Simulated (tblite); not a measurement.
Start geometry of `Cc1cc[c]nc1F` [radical] from a force field or distance geometry (Å):
```
atom  x, y, z in Å
C1    -1.7677   -0.4086   -0.0705
C2    -0.3505    0.0236    0.0025
C3     0.7087   -0.9072   -0.0487
C4     2.0124   -0.4416   -0.0061
C5     2.2352    0.9120    0.1182
N6     1.2508    1.8345    0.1608
C7    -0.0069    1.3694    0.1053
F8    -0.9878    2.2803    0.1543
H9    -2.3777    0.1322    0.6654
H10   -1.8893   -1.4755    0.1477
H11   -2.1726   -0.2132   -1.0739
H12    0.4953   -1.9712   -0.1417
H13    2.8458   -1.1341   -0.0309
```

Problem. What comes out of this run: GFN2-xTB geometry optimisation, gas phase in tblite 0.8.0?

Solution. 
```
atom  x, y, z in Å
C1    -1.7829   -0.4131   -0.0670
C2    -0.3497    0.0133    0.0006
C3     0.7128   -0.8836   -0.0502
C4     2.0332   -0.4459    0.0042
C5     2.1946    0.9169    0.1108
N6     1.2368    1.7697    0.1588
C7    -0.0107    1.3605    0.1054
F8    -0.9654    2.2972    0.1592
H9    -2.3795    0.1461    0.6506
H10   -1.8776   -1.4758    0.1377
H11   -2.1855   -0.2120   -1.0596
H12    0.5067   -1.9418   -0.1341
H13    2.8629   -1.1313   -0.0341
```

The energy falls by 4.3 kcal/mol over 14 L-BFGS steps, the largest force on an atom goes from 3.11 to 0.008 eV/Å, and the atoms move by 0.029 Å rms after alignment. The bond that changes most is C5–N6 (ends: carbon bonded to C and N; nitrogen bonded to 2 C), which shortens by 0.066 Å. Bonds longer at the end by more than 0.005 Å: 2 of 13; shorter: 8. Among the angles that change most is C3–C4–C5, from 119.0° to 115.2°. Rotational constants go from 3317, 2354, 1389 to 3369, 2366, 1402 MHz. The orientation of the end geometry is arbitrary; only internal coordinates are fixed.

GFN2-xTB frequencies show an imaginary mode (40i cm⁻¹), so the point is no minimum at that level.

All values are computed, not measured.
